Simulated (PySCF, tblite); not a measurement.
A database entry of computed molecular properties. Lists by class give the value and the number of equivalent atoms.

```json
{
 "formula": "C5H8OSi2",
 "smiles": "C#C[Si@@H]1C=C(C)[SiH2]O1",
 "inchi": "InChI=1S/C5H8OSi2/c1-3-8-4-5(2)7-6-8/h1,4,8H,7H2,2H3/t8-/m1/s1",
 "charge": 0,
 "multiplicity": 1,
 "geometry_level": "GFN2-xTB",
 "electronic_structure_code": "PySCF",
 "results": {
  "GFN2-xTB geometry": {
   "point_group": "C1",
   "rotational_constants_GHz": [2.591, 0.979, 0.832]
  },
  "PBE0/def2-SVPD ground state and vertical TDDFT (core frozen in the response)": {
   "dipole_D": 1.85,
   "homo_eV": -7.81,
   "lumo_eV": -0.67,
   "S1_eV": 5.91,
   "strongest_line_of_8_singlets_eV": 6.63,
   "T1_tda_eV": 4.17,
   "polarisability_au": 105.9,
   "r2_bohr2_about_centre_of_nuclear_charge": 1469.2,
   "singlets_eV_and_f": [
    [5.91, 0.004],
    [6.07, 0.013],
    [6.25, 0.002],
    [6.34, 0.016],
    [6.36, 0.007],
    [6.6, 0.061],
    [6.63, 0.25],
    [6.87, 0.005]
   ],
   "triplets_tda_eV": [4.17, 4.92, 5.35]
  },
  "PBE0/pcSseg-1 ground state and GIAO shieldings, non-relativistic": {
   "shift_vs_computed_TMS_C_by_class_ppm": [
    [173.6, 1],
    [147.7, 1],
    [102.2, 1],
    [89.7, 1],
    [25.5, 1]
   ],
   "shift_vs_computed_TMS_H_by_class_ppm": [
    [6.83, 1],
    [5.38, 1],
    [5.29, 1],
    [5.22, 1],
    [2.23, 3],
    [1.98, 1]
   ],
   "shielding_other_nuclei_by_class_ppm": [
    ["O", 300.7, 1],
    ["Si", 363.3, 1],
    ["Si", 373.8, 1]
   ]
  },
  "GFN2-xTB harmonic vibrations, gas phase": {
   "strongest_ir_bands_cm-1_km_per_mol_modes": [
    [711.3, 318.6, 1],
    [762.6, 415.9, 1],
    [811.3, 156.3, 1],
    [909.7, 325.4, 1],
    [2279.6, 726.5, 1],
    [2294.9, 193.4, 1]
   ],
   "zpe_kcal_per_mol": 67.3
  }
 }
}
```

A dipole of 1.85 D is allowed in C1, and pure rotational transitions are dipole-allowed. S1 lies 1.23 eV below the HOMO–LUMO gap; its leading configuration is HOMO−1→LUMO+1, weight 0.43, beside HOMO→LUMO+1, weight 0.23.

 NMR classes are plain means over equivalent atoms (diastereotopic ones count apart unless rotation or inversion swaps them), as if these changed places fast; in this geometry the members of some classes differ.
